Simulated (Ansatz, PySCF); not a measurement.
Gas-phase reaction R1 → P1 + P2, each structure at its B3LYP-D3(BJ)/def2-TZVP stationary point, reached from a drawn start (curvature not checked).
R1, H4W (SMILES [WH4]) (charge 0, multiplicity 3):
```tsv
atom	x (Å)	y (Å)	z (Å)
W	0.0000	0.0000	0.0000
H	0.9941	0.9744	0.9940
H	0.9810	-0.9932	-0.9886
H	-0.9755	1.0006	-0.9866
H	-0.9995	-0.9819	0.9813
```
P1, H3W (SMILES [WH3]) (charge 0, multiplicity 4, Z-matrix in Å and degrees):
```
W
H 1 1.7167
H 1 1.7167 2 112.34
H 1 1.7167 2 112.33 3 127.78
```
P2: H atom, charge 0, multiplicity 2.

P less R. No zero-point or thermal terms; open shells are unrestricted; no spin–orbit coupling. The spin states of the d-block species are the ones drawn and need not be the lowest.

Correlated levels freeze the cores. CBS(a, b) extrapolates the correlation energy as X⁻³ and adds the Hartree–Fock energy of set b.

Programs: Ansatz (Gaussian basis) for Hartree–Fock, density functionals and correlated methods; PySCF for M06-2X. No computed number here is a measurement. Elements past Kr take the def2 small-core potentials, without spin–orbit coupling.

```csv
level,reaction energy (kcal/mol)
PBE/def2-TZVPP,70.39
B97M-V/def2-TZVPP,72.35
M06-2X/def2-TZVPP,66.81
B2PLYP/def2-TZVPP,71.52
MP2/def2-TZVPP,66.42
SCS-MP2/def2-TZVPP,73.49
CCSD/def2-TZVPP,69.02
CCSD(T)/def2-SVP,(withheld)
"CCSD(T)/CBS(def2-TZVPP, def2-QZVPP)",(withheld)
```

Q: Complete the blanks.

A: 
- CCSD(T)/def2-SVP, reaction energy (kcal/mol): 64.98
- CCSD(T)/CBS(def2-TZVPP, def2-QZVPP), reaction energy (kcal/mol): 71.57

Ansatz is a program for electronic structure.
